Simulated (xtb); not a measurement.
SnCl, SMILES [Cl][Sn+] (connectivity only; charge and spin as stated), charge +1, multiplicity 1. All values are semi-empirical tight-binding results from xtb (GFN2-xTB unless named), good for trends rather than for accurate numbers. Geometry optimised at GFN2-xTB. The multiplicity is an assumed one; other spin states were not compared.

Optimised geometry:

Bonds (Å): Sn1–Cl2 2.297.
Charge +1, spin multiplicity 1.

For metal compounds this method's bond lengths and energies can be far off.

```
Item                           Value
---------------------------  -------
point group as xtb finds it      C∞v
orbital gap                  4.64 eV
```

Problem. Give the atomic charges and the Wiberg bond orders between heavy atoms. (Estimate from the structure and the level; the computed values follow.)

Solution. charges (e) Sn1 0.75, Cl2 0.25. Bond orders Sn1–Cl2 2.04.
